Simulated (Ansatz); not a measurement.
`[CH3][Sn][Cl]` + CH₃OH → `C[O][Sn][CH3]` + HCl  (ligand exchange at the Sn–Cl bond)

Program: Ansatz. Geometries: PBE0-D4/def2-TZVP. ΔE: electronic, gas phase. CCSD(T)/CBS is the MP2 limit (def2-TZVPP, def2-QZVPP) plus CCSD(T) − MP2 in def2-TZVPP, frozen cores. This one scheme is used for every species. DFT in def2-TZVPP. def2 core potentials past Kr. For Sn outer-core shells are correlated without core-valence functions, which leaves a few kJ/mol of doubt a bond. Each species was taken in one conformer, which may not be the lowest.

| level | ΔE (eV) |
| --- | --- |
| B2PLYP | 0.75 |
| PBE-QIDH | 0.81 |
| r2SCAN | 0.76 |
| HF/def2-TZVPP | 0.99 |

Problem. What does CCSD(T)/CBS give? (An estimate is asked.)

Solution. Computed: +0.73 eV. The listed levels differ from it by 0.02, 0.08, 0.03, 0.26 eV.

Largest T1 diagnostic among the species: 0.017.

The D4 term adds −0.05 eV with B3LYP and −0.03 eV with PBE0; it sums over pairs of atoms, weighted by their polarisabilities, and B3LYP, whose exchange is more repulsive, gets the larger term. Leaving LDA and LC-ωPBE aside and taking each functional with its dispersion term where it has one, the values, not all of them listed here, spread over 0.18 eV, from BLYP-D4 to BHLYP-D4. LDA lies −0.09 eV from PBE without D4.

B3LYP here is the variant with VWN-RPA as its local correlation; programs differ in this.
